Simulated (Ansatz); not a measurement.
Several settings on one geometry of MoO2Br2 (MoBr2O2) (that of the charge 0 singlet, B3LYP-D4/def2-SVP). Ansatz on 4 threads of AMD EPYC 7B13 on a shared host; times are rough.

```xyz
5

Mo    0.1177   -0.0003    0.0826
O     0.1593   -0.0145    1.7560
O     1.7054    0.0098   -0.4479
Br   -0.9982    2.0039   -0.6783
Br   -0.9842   -1.9989   -0.7125
```

Totals from different functionals, basis sets or treatments of relativity can't be compared as stabilities.

In the def2 sets Mo takes a core potential; there is no spin–orbit coupling.

The spins typed aren't always the lowest for that charge.

(1) Give the basis size and estimate the energy, ⟨S²⟩, dipole and time of these runs.

```csv
run,method,charge,state,further keys
1,RKS r2SCANh-D4/def2-SVPD,0,singlet,scf: {lower_state_search: off}; forces asked
2,RKS RPBE/def2-SVP,0,singlet,accuracy: high; forces asked
3,UKS revPBE0-D3(BJ)/def2-TZVPP,-1,doublet,pseudopotentials: {relativity: none}; forces asked
```

Answers

(1) 
| run | functions | energy (Eh) | ⟨S²⟩ | dipole (D) | wall time |
| --- | --- | --- | --- | --- | --- |
| 1 | 162 | -5366.3467 | – | 1.45 | 3.6 s |
| 2 | 123 | -5366.1786 | – | 1.37 | 4.5 s |
| 3 | 214 | -5366.9144 | 0.75 | – | 12 s |

The highest occupied level of an anion often lies above zero with these methods, and sets without diffuse functions describe the outer electron poorly. The restricted singlet is unstable towards broken spin symmetry in Hartree–Fock (as tested in another run); at RKS r2SCANh-D4/def2-SVPD, RKS RPBE/def2-SVP this wasn't settled.
